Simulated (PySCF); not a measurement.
C3H6F2Si, SMILES C/C(F)=C/[SiH2]F.

Geometry: PBE0-D3(BJ)/def2-SVP. The structure was generated by enumeration; whether it is a known compound was not checked. One conformer was computed; it need not be the lowest.

Two levels are set side by side: PBE/def2-TZVP (PySCF) and ωB97X/def2-TZVP (PySCF). Same geometry, gas phase. Differences are taken from unrounded values.

```csv
quantity,ωB97X,PBE,PBE minus ωB97X
orbital gap (eV),11.69,5.03,-6.66
highest occupied level (eV),-9.98,-6.44,3.54
lowest empty level (eV),1.71,-1.41,-3.13
dipole moment (D),2.79,2.73,-0.07
mean polarisability (bohr³),61.1,64.1,3.0
```

Without exact exchange PBE keeps part of each electron's self-repulsion, which lifts occupied levels and narrows the gap. Loosely held outer electrons make PBE densities more polarisable. Differences between two approximate levels are no errors against the true value.

Rough cost on one machine, each run with all the roots and properties that it gave: ωB97X against PBE within a factor of 2.
